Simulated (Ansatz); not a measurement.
Geometry optimisation, RKS BLYP-D4/def2-SVP (Ansatz).

Input:

```yaml
crystal:
  periodic: [false, false, false]
  atoms:
    - { symbol: B, position_ang: [0.157498, 0.642289, -0.15079] }
    - { symbol: H, position_ang: [-0.343592, -0.941462, 1.580295] }
    - { symbol: Cl, position_ang: [1.575771, -0.209569, -0.838016] }
    - { symbol: H, position_ang: [-0.933587, 0.411885, -0.609979] }
    - { symbol: O, position_ang: [0.323118, 1.594467, 0.831072] }
    - { symbol: Si, position_ang: [1.723757, 2.209886, 1.59083] }
    - { symbol: H, position_ang: [2.450311, 1.10235, 2.287581] }
    - { symbol: H, position_ang: [2.608669, 2.870272, 0.581088] }
    - { symbol: H, position_ang: [1.231772, 3.211308, 2.584157] }
    - { symbol: H, position_ang: [-0.375016, -0.266127, 1.825562] }
basis:
  gaussian: { orbitals: def2-SVP }
hamiltonian:
  xc: blyp
  dispersion: d4
relax:
  f_tol: 0.03
  max_steps: 50
```

Command:

```bash
$ ansatz run input.yaml --threads 2 --pin off --max-ram 3072MiB --backend cpu --events-out ev --progress --plain --runs-dir out
```

Problem. Where does it end, and by what steps?

Solution. The forces met the threshold. The force dipped under the threshold on the way, but the program's further checks kept it going. After 35 steps the energy has fallen by 0.239 eV; H10 moved furthest, 1.25 Å.

```json
{"step": "0", "energy less start (eV)": "0.0000", "largest force component (eV/Å)": "1.856", "accepted": "yes"}
{"step": "2", "energy less start (eV)": "-0.2018", "largest force component (eV/Å)": "0.329", "accepted": "yes"}
{"step": "4", "energy less start (eV)": "-0.2234", "largest force component (eV/Å)": "0.096", "accepted": "yes"}
{"step": "6", "energy less start (eV)": "-0.2260", "largest force component (eV/Å)": "0.047", "accepted": "yes"}
{"step": "8", "energy less start (eV)": "-0.2268", "largest force component (eV/Å)": "0.133", "accepted": "yes"}
{"step": "10", "energy less start (eV)": "-0.2282", "largest force component (eV/Å)": "0.021", "accepted": "yes"}
{"step": "12", "energy less start (eV)": "-0.2290", "largest force component (eV/Å)": "0.131", "accepted": "yes"}
{"step": "14", "energy less start (eV)": "-0.2303", "largest force component (eV/Å)": "0.100", "accepted": "yes"}
{"step": "16", "energy less start (eV)": "-0.2319", "largest force component (eV/Å)": "0.129", "accepted": "yes"}
{"step": "18", "energy less start (eV)": "-0.2336", "largest force component (eV/Å)": "0.067", "accepted": "yes"}
{"step": "20", "energy less start (eV)": "-0.2343", "largest force component (eV/Å)": "0.206", "accepted": "no"}
{"step": "22", "energy less start (eV)": "-0.2358", "largest force component (eV/Å)": "0.038", "accepted": "yes"}
{"step": "24", "energy less start (eV)": "-0.2358", "largest force component (eV/Å)": "0.181", "accepted": "no"}
{"step": "26", "energy less start (eV)": "-0.2369", "largest force component (eV/Å)": "0.124", "accepted": "yes"}
{"step": "28", "energy less start (eV)": "-0.2377", "largest force component (eV/Å)": "0.012", "accepted": "yes"}
{"step": "30", "energy less start (eV)": "-0.2375", "largest force component (eV/Å)": "0.198", "accepted": "no"}
{"step": "32", "energy less start (eV)": "-0.2385", "largest force component (eV/Å)": "0.101", "accepted": "yes"}
{"step": "34", "energy less start (eV)": "-0.2388", "largest force component (eV/Å)": "0.011", "accepted": "yes"}
{"step": "35", "energy less start (eV)": "-0.2389", "largest force component (eV/Å)": "0.013", "accepted": "yes"}
```

```xyz
10
Properties=species:S:1:pos:R:3
B 0.120 1.026 -0.403
H 0.050 -1.340 1.841
Cl 1.322 -0.280 -0.698
H -0.910 1.010 -1.036
O 0.369 1.993 0.499
Si 1.698 2.306 1.533
H 1.886 1.162 2.476
H 2.929 2.531 0.713
H 1.333 3.547 2.279
H -0.379 -1.330 2.477
```

Time of the run: 53 s on 2 threads of Arm Neoverse V2 (shared host), peak memory 0.14 GiB.
